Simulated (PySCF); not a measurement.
## Telling isomers of C8H7F apart by NMR

PySCF calculation with geometry from GFN2-xTB and PBE0/pcSseg-1 with gauge-including orbitals; one computed conformer, no solvent model, non-relativistic, one averaged value for each set of equivalent atoms.

Chemical shifts δ = σref − σ; 1H (σref 31.72) and 13C (σref 186.93) vs TMS, all at this level. Splittings of carbon signals by F and P are missing where no couplings were computed. Where no couplings were computed, multiplicities follow the n + 1 count of equivalent neighbours, and m marks all less simple cases (inequivalent or close neighbours, rings, F or P nearby). Shifts are as computed. Against solution values, carbons near 30 ppm lie about +3 ppm off and those near 130 ppm about +5 ppm. Of 1309 compounds with measured shifts, 239 miss one by over three times the rms of a fit or turn the order of signals round; such compounds aren't used in these exercises.

(1) Tabulate the signals of `C#C[C@@](F)(C#CC)C=C`, `C#C/C=C\C(F)=C/C=C` and their relative energies.

(2) What is the quickest way to tell C#C[C@@](F)(C#CC)C=C from C#C/C=C\C(F)=C/C=C?

Results:

(1) 
| SMILES | carbon types | δC | δH | E rel. (kcal/mol) |
| --- | --- | --- | --- | --- |
| C#C[C@@](F)(C#CC)C=C | 4×C 2×CH 1×CH2 1×CH3 | 145.2, 120.0, 93.3, 84.7, 83.2, 82.2, 81.8, 4.7 | 5.95 (m, 1H), 5.87 (m, 1H), 5.56 (m, 1H), 2.22 (s, 1H), 2.09 (s, 3H) | 29.6 |
| C#C/C=C\C(F)=C/C=C | 2×C 5×CH 1×CH2 | 169.3, 136.9, 134.5, 126.2, 123.7, 116.5, 102.8, 86.1 | 6.74 (m, 1H), 6.70 (m, 1H), 6.18 (m, 1H), 5.81 (m, 1H), 5.60 (m, 1H), 5.47 (m, 1H), 3.53 (d, 1H) | 0.0 |

Energies are electronic energies at PBE0/pcSseg-1 on these geometries, without zero-point or thermal terms, each for the one conformer computed, which needn't be the lowest.

(2) Both give the same number of carbon signals, but DEPT or the intensities differ. The first has a propargylic methyl carbon (CH3) at 4.7 ppm, the second a fully substituted alkene carbon (C) at 169.3 ppm. Their most deshielded carbons lie at 145.2 and 169.3 ppm. In the proton spectra the most deshielded non-exchanging signals are 5.95 (m, 1H) and 6.74 (m, 1H).
